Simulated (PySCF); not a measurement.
# What a mistake does to a calculation on AlH6NOSi

All numbers below are calculated, not measured. The program is PySCF 2.14.0, an open-source quantum chemistry code, run on an isolated molecule that a program drew, which may never have been made. The molecule is AlH6NOSi (charge 0, singlet), drawn as the SMILES string `O[SiH2][NH][AlH2]`.

Each row is a Hartree-Fock (HF) and frozen-core CCSD(T) single point in the cc-pV(D+d)Z basis, meant for a local HF minimum. Run 1 is clean. Each other run has one planted mistake out of seven kinds, and not every kind appears here: one electron removed, one electron added, multiplicity raised by two, geometry at a saddle point, minimal basis STO-3G, one bond length entered in bohr, all coordinates scaled. The reference is restricted for singlets and unrestricted otherwise, and also for a bond in bohr. Adding or removing an electron swaps singlet and doublet. Electrons count all cores. HOMO and LUMO are orbital energies over both spins, the gradient is its largest component, and the lowest frequency (negative if imaginary) is given only where the gradient is small. Bond lengths are over the 9 bonds as drawn. T1 is the CCSD diagnostic: over 0.02 (restricted) or 0.045 (unrestricted) a single reference is doubtful.

Geometry of the clean run:
```xyz
10
AlH6NOSi, angstrom
O    -2.8137   -0.8196    1.0343
Si   -1.5049   -1.6759    0.5064
N    -0.0608   -0.7375    0.4265
Al    1.0223   -0.3198   -0.9320
H    -3.0865   -0.0603    0.5418
H    -1.3934   -2.7722    1.4850
H    -1.7357   -2.2032   -0.8556
H     0.2419   -0.4069    1.3309
H     0.6289   -0.7656   -2.3902
H     2.3288    0.5017   -0.6053
```

| run | electrons | basis functions | <S^2> | HOMO (eV) | LUMO (eV) | gradient (hartree/bohr) | lowest frequency (cm^-1) | mean bond (Å) | longest bond (Å) | T1 | HF (hartree) | CCSD(T) (hartree) | mistake |
|---|---|---|---|---|---|---|---|---|---|---|---|---|---|
| 1 | 48 | 104 | 0.000 | -11.20 | 1.72 | 1.3e-05 | 70 | 1.4690 | 1.787 | 0.0129 | -663.77151 | -664.35326 | no fault |
| 2 | 48 | 104 | 2.030 | -4.49 | -1.57 | 8.2e-02 | - | 1.4690 | 1.787 | 0.0159 | -663.59397 | -664.14712 | multiplicity raised by two |
| 3 | 47 | 104 | 0.758 | -16.70 | -7.11 | 9.9e-02 | - | 1.4690 | 1.787 | 0.0238 | -663.44600 | -663.98709 | one electron removed |
| 4 | 48 | 104 | 0.796 | -8.34 | 1.23 | 9.7e-03 | - | 1.6250 | 2.981 | 0.0525 | -663.66975 | -664.24353 | ? |

**Which mistake was planted in run 4, and what did it cost?**

The mean bond changes by a factor of 1.106 and the longest by 1.668, so the molecule wasn't scaled as a whole. A length L in bohr read as angstrom grows by (1/0.5292 - 1) L = 0.890 L. The 9 bonds together grew by 9 x 0.1560 = 1.404 Å, which gives L = 1.578 Å. That is the length of one of the Al-H bonds, 1.578 Å in the clean geometry. So the mistake is: one bond length entered in bohr. Subtracting run 1 and multiplying by 627.51 kcal/mol a hartree, the energy moved by 63.9 kcal/mol in HF and 68.9 kcal/mol in CCSD(T).

Cautions from the logs. Run 4: T1 is over the limit, so its CCSD(T) energy is less reliable.
